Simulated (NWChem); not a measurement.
System: ZnSiH4O; SMILES [O]([ZnH])[SiH3]

NWChem input:

```
start job
memory heap 200 mb stack 900 mb global 1100 mb
geometry units angstroms noautosym
  Zn    -0.014014     0.034475    -1.329346
  H     -0.103859     0.255609    -2.842464
  O      0.121911    -0.300000     0.427526
  Si    -0.025965     0.063910     2.056793
  H      0.090943     1.565843     2.335663
  H      1.044888    -0.654832     2.872591
  H     -1.357070    -0.366560     2.612824
end
basis spherical
  * library def2-svp
end
dft
  xc pbe0
  grid fine
  iterations 150
end
driver
  maxiter 120
  tight
end
task dft optimize
task dft freq
```

Output (shortened):

```
             Northwest Computational Chemistry Package (NWChem) 7.3.0
             --------------------------------------------------------

                             Geometry "geometry" -> ""
                             -------------------------

 Output coordinates in angstroms (scale by  1.889725989 to convert to a.u.)

  No.       Tag          Charge          X              Y              Z
 ---- ---------------- ---------- -------------- -------------- --------------
    1 Zn                  30.0000    -0.01162579     0.02859911    -1.28137357
    2 H                    1.0000    -0.10147079     0.24973311    -2.79449157
    3 O                    8.0000     0.12429921    -0.30587589     0.47549843
    4 Si                  14.0000    -0.02357679     0.05803411     2.10476543
    5 H                    1.0000     0.09333121     1.55996711     2.38363543
    6 H                    1.0000     1.04727621    -0.66070789     2.92056343
    7 H                    1.0000    -1.35468179    -0.37243589     2.66079643

 Effective nuclear repulsion energy (a.u.)     216.7004546982

                                Z-matrix (autoz)
                                --------

 Units are Angstrom for bonds and degrees for angles

      Type          Name      I     J     K     L     M      Value
      ----------- --------  ----- ----- ----- ----- ----- ----------
    1 Stretch                  1     2                       1.53183
    2 Stretch                  1     3                       1.79359
    3 Stretch                  3     4                       1.67595
    4 Stretch                  4     5                       1.53207
    5 Stretch                  4     6                       1.52605
    6 Stretch                  4     7                       1.50543
    7 Bend                     1     3     4               154.83231
    8 Bend                     2     3     4               156.05223
    9 Bend                     3     4     5               112.52484
   10 Bend                     3     4     6               110.82453
   11 Bend                     3     4     7               112.02371
   12 Bend                     5     4     6               108.11137
   13 Bend                     5     4     7               106.29373
   14 Bend                     6     4     7               106.75832
   15 Torsion                  1     3     4     5         -28.42939
   16 Torsion                  1     3     4     6        -149.61425
   17 Torsion                  1     3     4     7          91.26665
   18 Torsion                  2     1     4     3        -179.99555

                           NWChem Geometry Optimization
                           ----------------------------

 maximum gradient threshold         (gmax) =   0.000015
 rms gradient threshold             (grms) =   0.000010
 maximum cartesian step threshold   (xmax) =   0.000060
 rms cartesian step threshold       (xrms) =   0.000040
 fixed trust radius                (trust) =   0.300000
 source of zmatrix                         =   autoz

          -------------------
          Energy Minimization
          -------------------

 Using diagonal initial Hessian
 Scaling for Hessian diagonals: bonds = 1.00  angles = 0.25  torsions = 0.10

          --------
          Step   0

                                 NWChem DFT Module
                                 -----------------

 Summary of "ao basis" -> "ao basis" (spherical)
 ------------------------------------------------------------------------------
       Tag                 Description            Shells   Functions and Types
 ---------------- ------------------------------  ------  ---------------------
 Zn                         def2-svp                11       31   5s3p2d1f
 H                          def2-svp                 3        5   2s1p
 O                          def2-svp                 6       14   3s2p1d
 Si                         def2-svp                 8       18   4s3p1d

            General Information
            -------------------
          SCF calculation type: DFT
          Wavefunction type:  closed shell.
          No. of atoms     :     7
          No. of electrons :    56
           Alpha electrons :    28
            Beta electrons :    28
          Charge           :     0
          Spin multiplicity:     1
          Use of symmetry is: off; symmetry adaption is: off
          Maximum number of iterations: 150
          AO basis - number of functions:    83
                     number of shells:    37
          Convergence on energy requested:  1.00D-06
          Convergence on density requested:  1.00D-05
          Convergence on gradient requested:  5.00D-04

[...]

      ----------------------
      Optimization converged
      ----------------------

  Step       Energy      Delta E   Gmax     Grms     Xrms     Xmax
  ---- ---------------- -------- -------- -------- -------- --------
@   56   -2145.68723849  9.1D-10  0.00000  0.00000  0.00002  0.00006
                                     ok       ok       ok       ok

                                Z-matrix (autoz)
                                --------

 Units are Angstrom for bonds and degrees for angles

      Type          Name      I     J     K     L     M      Value     Gradient
      ----------- --------  ----- ----- ----- ----- ----- ---------- ----------
    1 Stretch                  1     2                       1.51504    0.00000
    2 Stretch                  1     3                       1.76687   -0.00000
    3 Stretch                  3     4                       1.63624   -0.00000
    4 Stretch                  4     5                       1.50179    0.00000
    5 Stretch                  4     6                       1.49624   -0.00000
    6 Stretch                  4     7                       1.50177    0.00000
    7 Bend                     1     3     4               148.25048   -0.00000
    8 Bend                     2     3     4               149.37020   -0.00000
    9 Bend                     3     4     5               112.00933    0.00000
   10 Bend                     3     4     6               110.43600    0.00000
   11 Bend                     3     4     7               112.00727    0.00000
   12 Bend                     5     4     6               107.63267   -0.00000
   13 Bend                     5     4     7               106.89262   -0.00000
   14 Bend                     6     4     7               107.63406   -0.00000
   15 Torsion                  1     3     4     5         -59.86353    0.00000
   16 Torsion                  1     3     4     6        -179.81616    0.00000
   17 Torsion                  1     3     4     7          60.23081    0.00000
   18 Torsion                  2     1     4     3        -179.99375    0.00000

                         Geometry "geometry" -> "geometry"
                         ---------------------------------

 Output coordinates in angstroms (scale by  1.889725989 to convert to a.u.)

[...]

 Rotational Constants
 --------------------
 A=   1.906983 cm-1  (  2.743661 K)
 B=   0.068233 cm-1  (  0.098170 K)
 C=   0.067421 cm-1  (  0.097002 K)

 Temperature                      =   298.15K
 frequency scaling parameter      =   1.0000

 Zero-Point correction to Energy  =   22.173 kcal/mol  (  0.035335 au)
 Thermal correction to Energy     =   25.675 kcal/mol  (  0.040916 au)
 Thermal correction to Enthalpy   =   26.268 kcal/mol  (  0.041860 au)

 Total Entropy                    =   77.543 cal/mol-K
   - Translational                =   40.036 cal/mol-K (mol. weight = 111.9322)
   - Rotational                   =   24.712 cal/mol-K (symmetry #  =        1)
   - Vibrational                  =   12.794 cal/mol-K

 Cv (constant volume heat capacity) =   16.960 cal/mol-K
   - Translational                  =    2.979 cal/mol-K
   - Rotational                     =    2.979 cal/mol-K
   - Vibrational                    =   11.001 cal/mol-K

[normal modes left out]

 ----------------------------------------------------------------------------
 Normal Eigenvalue ||           Projected Infra Red Intensities
  Mode   [cm**-1]  || [atomic units] [(debye/angs)**2] [(KM/mol)] [arbitrary]
 ------ ---------- || -------------- ----------------- ---------- -----------
    1       -0.000 ||    0.000249           0.006         0.243       0.028
    2       -0.000 ||    0.000001           0.000         0.001       0.000
    3       -0.000 ||    0.000308           0.007         0.300       0.034
    4        0.000 ||    0.000240           0.006         0.234       0.027
    5        0.000 ||    0.000347           0.008         0.339       0.038
    6        0.000 ||    0.000837           0.019         0.816       0.093
    7       31.875 ||    0.001487           0.034         1.449       0.164
    8       78.631 ||    0.001369           0.032         1.334       0.151
    9      455.079 ||    0.079835           1.842        77.827       8.831
   10      456.964 ||    0.094130           2.172        91.762      10.412
   11      486.549 ||    0.025225           0.582        24.590       2.790
   12      733.943 ||    0.073933           1.706        72.073       8.178
   13      742.489 ||    0.071656           1.653        69.854       7.926
   14      948.598 ||    0.092654           2.138        90.323      10.249
   15      953.473 ||    0.094218           2.174        91.849      10.422
   16     1017.360 ||    0.329653           7.605       321.362      36.464
   17     1065.909 ||    0.439713          10.145       428.654      48.638
   18     1947.361 ||    0.074236           1.713        72.369       8.211
   19     2184.258 ||    0.214033           4.938       208.650      23.675
   20     2193.209 ||    0.151676           3.499       147.861      16.777
   21     2221.949 ||    0.152701           3.523       148.861      16.891
 ----------------------------------------------------------------------------
```

Level: PBE0/def2-SVP.
